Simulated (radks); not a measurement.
Re, 75 electrons, occupied as [Xe] 4f14 5d5 6s2. Calculated with a radial shooting solver on a logarithmic mesh with Libxc functionals: Dirac Kohn-Sham, PBE, spin-unpolarised, spherical densities, point nucleus; open shells are shared between the two j in proportion to 2j + 1; speed of light set to 411.108 atomic units (3 times the physical value, a model run).

Unscreened Slater integrals over Kohn-Sham orbitals (eV). Large and small components are both included.

F0(6s1/2,6s1/2): 7.2468
F0(6s1/2,5d5/2): 8.7191
G2(6s1/2,5d5/2): 1.9102
F0(6s1/2,5d3/2): 8.7266
G2(6s1/2,5d3/2): 1.8918
F0(6s1/2,5p3/2): 9.1813
G1(6s1/2,5p3/2): 0.53105
F0(5d5/2,5d5/2): 13.327
F2(5d5/2,5d5/2): 6.7229
F4(5d5/2,5d5/2): 4.3798
F0(5d5/2,5d3/2): 13.358
F2(5d5/2,5d3/2): 6.7400
G2(5d5/2,5d3/2): 6.7397
G4(5d5/2,5d3/2): 4.3914
F0(5d5/2,5p3/2): 15.609
F2(5d5/2,5p3/2): 7.5154
G1(5d5/2,5p3/2): 9.0201
G3(5d5/2,5p3/2): 5.5340
F0(5d3/2,5d3/2): 13.389
F2(5d3/2,5d3/2): 6.7573
F0(5d3/2,5p3/2): 15.657
F2(5d3/2,5p3/2): 7.5550
G1(5d3/2,5p3/2): 9.0858
G3(5d3/2,5p3/2): 5.5746
F0(5p3/2,5p3/2): 19.570
F2(5p3/2,5p3/2): 10.548
